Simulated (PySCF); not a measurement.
C2H6BO3, multiplicity 2. Atoms are numbered in the order given.

```xyz
12

C      0.7281     2.1003     0.0000
O      0.7010     0.6941     0.0000
B     -0.4593    -0.0185     0.0000
O     -1.6484     0.6630     0.0000
O     -0.4871    -1.3681     0.0000
C      0.6913    -2.1351     0.0000
H      0.2348     2.5167    -0.8939
H      0.2348     2.5167     0.8939
H      1.7791     2.4207     0.0000
H      0.7073    -2.7805    -0.8921
H      0.7073    -2.7805     0.8921
H      1.5930    -1.5043     0.0000
```
Charge 0, spin multiplicity 2.

The structure is a stationary point at PBE0-D3(BJ)/def2-SVP. The isomer is the one that the SMILES or the coordinates give; other isomers of the formula were not compared. One conformer was computed; it need not be the lowest.

These are PBE/def2-TZVP in PySCF values and carry that method's errors.

Atomic charges (e):

```csv
atom,meta-Löwdin,Löwdin,Mulliken,Mulliken spin
C1,___,-0.32,-0.21,0.00
O2,___,0.38,-0.23,0.10
B3,0.51,-1.14,0.29,-0.02
O4,-0.25,0.32,-0.18,0.90
O5,___,0.37,-0.22,0.01
C6,___,-0.32,-0.20,0.01
H7,___,0.12,0.13,0.00
H8,___,0.12,0.13,0.00
H9,___,0.12,0.13,0.00
H10,___,0.11,0.13,0.00
H11,___,0.11,0.13,0.00
H12,___,0.12,0.12,0.00
```

Problem. Fill in the missing entries. (The exact figures need the calculation; the answer reports its results.)

Solution. 
- C1, meta-Löwdin: -0.13
- O2, meta-Löwdin: -0.34
- O5, meta-Löwdin: -0.36
- C6, meta-Löwdin: -0.13
- H7, meta-Löwdin: 0.12
- H8, meta-Löwdin: 0.12
- H9, meta-Löwdin: 0.13
- H10, meta-Löwdin: 0.12
- H11, meta-Löwdin: 0.12
- H12, meta-Löwdin: 0.11

Computed Mayer and Wiberg (Löwdin basis) orders of the bonds:
```
bond    Mayer  Wiberg
------  -----  ------
C1–O2    0.95    1.42
O2–B3    1.20    1.79
B3–O4    1.32    2.07
B3–O5    1.30    1.85
O5–C6    0.93    1.42
C1–H7    0.97    0.93
C1–H8    0.97    0.93
C1–H9    0.96    0.93
C6–H10   0.97    0.93
C6–H11   0.97    0.93
C6–H12   0.96    0.91
```
